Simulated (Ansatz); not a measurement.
Relaxation of Ge12Mo (charge 0, singlet) with RKS PBE-D4/def2-SVP in Ansatz.

Positions (Å) and forces (eV/Å) at steps 28, 29, 30, 31, 32 of 32:

```xyz
13
step=28 energy=-679902.3930 eV
Mo   -0.199   -0.213    0.295    0.208   -0.009   -0.129
Ge    0.861    2.398   -0.475    0.009   -0.020    0.029
Ge   -2.013   -2.189   -0.004    0.036    0.030    0.005
Ge    1.729   -0.995    2.111    0.072    0.009    0.030
Ge   -1.448   -0.898   -2.209    0.090    0.099    0.006
Ge   -1.509    2.042    0.977   -0.024   -0.002   -0.071
Ge    0.877    1.554    2.101   -0.110   -0.009    0.157
Ge    2.758    0.687    0.512   -0.055   -0.219   -0.245
Ge    0.176   -2.748    1.192   -0.038    0.002   -0.095
Ge    0.985    0.158   -1.963    0.097   -0.104   -0.049
Ge    2.098   -1.725   -0.514   -0.111    0.245    0.246
Ge   -2.926    0.207   -0.314   -0.090   -0.004    0.146
Ge   -1.389    1.721   -1.708   -0.085   -0.019   -0.031
13
step=29 energy=-679902.3746 eV rejected
Mo   -0.203   -0.191    0.293   -0.159   -0.062    0.011
Ge    0.847    2.412   -0.471    0.005   -0.105   -0.038
Ge   -1.997   -2.178   -0.022    0.008    0.009    0.048
Ge    1.730   -0.957    2.165   -0.094   -0.060    0.061
Ge   -1.394   -0.842   -2.195    0.047   -0.054   -0.016
Ge   -1.501    2.085    0.921   -0.001    0.144    0.085
Ge    0.856    1.535    2.120   -0.023   -0.025    0.033
Ge    2.688    0.597    0.378    0.225    0.357    0.066
Ge    0.272   -2.763    1.062   -0.482   -0.154    0.280
Ge    1.086    0.141   -1.924   -0.166    0.077   -0.238
Ge    2.044   -1.767   -0.383    0.409   -0.064   -0.312
Ge   -2.958    0.218   -0.239    0.147   -0.221    0.049
Ge   -1.470    1.710   -1.704    0.083    0.156   -0.029
13
step=30 energy=-679902.4234 eV
Mo   -0.195   -0.211    0.279    0.103   -0.018   -0.029
Ge    0.867    2.382   -0.491   -0.021   -0.011    0.069
Ge   -2.005   -2.200   -0.049    0.011    0.025    0.032
Ge    1.741   -0.984    2.136   -0.019    0.042    0.035
Ge   -1.452   -0.851   -2.226    0.058    0.007    0.071
Ge   -1.505    2.074    0.954    0.032    0.051   -0.010
Ge    0.836    1.522    2.113    0.072    0.031   -0.010
Ge    2.752    0.660    0.462   -0.108    0.088    0.017
Ge    0.171   -2.735    1.173    0.101   -0.030   -0.144
Ge    1.008    0.142   -1.984    0.028   -0.085    0.066
Ge    2.121   -1.717   -0.436   -0.209   -0.093   -0.013
Ge   -2.916    0.196   -0.227    0.031   -0.007   -0.094
Ge   -1.422    1.720   -1.705   -0.080    0.000    0.009
13
step=31 energy=-679902.4424 eV
Mo   -0.195   -0.203    0.283   -0.034   -0.016    0.003
Ge    0.851    2.383   -0.480    0.006    0.009    0.008
Ge   -2.006   -2.195   -0.030    0.021   -0.010    0.019
Ge    1.729   -0.973    2.148   -0.008   -0.024    0.010
Ge   -1.411   -0.850   -2.203    0.000   -0.010   -0.028
Ge   -1.493    2.101    0.938   -0.006    0.024   -0.013
Ge    0.842    1.528    2.123    0.011   -0.013    0.015
Ge    2.718    0.654    0.430    0.036    0.022   -0.012
Ge    0.211   -2.758    1.109   -0.065    0.015    0.020
Ge    1.039    0.138   -1.965    0.005   -0.018   -0.015
Ge    2.075   -1.748   -0.416    0.078    0.018   -0.030
Ge   -2.907    0.195   -0.226   -0.018    0.017   -0.012
Ge   -1.453    1.727   -1.711   -0.027   -0.012    0.034
13
step=32 energy=-679902.4440 eV
Mo   -0.196   -0.204    0.282   -0.003   -0.021    0.004
Ge    0.852    2.382   -0.479    0.002    0.001   -0.007
Ge   -2.009   -2.193   -0.027    0.003    0.003    0.011
Ge    1.729   -0.977    2.145   -0.008   -0.005   -0.004
Ge   -1.415   -0.854   -2.207    0.012    0.006   -0.005
Ge   -1.494    2.103    0.938    0.009    0.012    0.000
Ge    0.845    1.525    2.125    0.002   -0.009    0.002
Ge    2.726    0.661    0.436   -0.014    0.005   -0.008
Ge    0.204   -2.753    1.111   -0.009    0.001    0.004
Ge    1.038    0.131   -1.967   -0.009    0.008    0.005
Ge    2.091   -1.743   -0.419    0.004    0.007    0.002
Ge   -2.914    0.197   -0.231    0.013   -0.012   -0.001
Ge   -1.457    1.725   -1.706   -0.003    0.004   -0.003
```

In the def2 sets Mo takes a core potential; there is no spin–orbit coupling. Single mean-field runs in def2-SVP are fitted with def2-universal-jkfit. The restricted singlet is unstable towards broken spin symmetry in Hartree–Fock (as tested in another run); at PBE-D4/def2-SVP this wasn't settled. The structure comes from a short search, and lower isomers may exist.
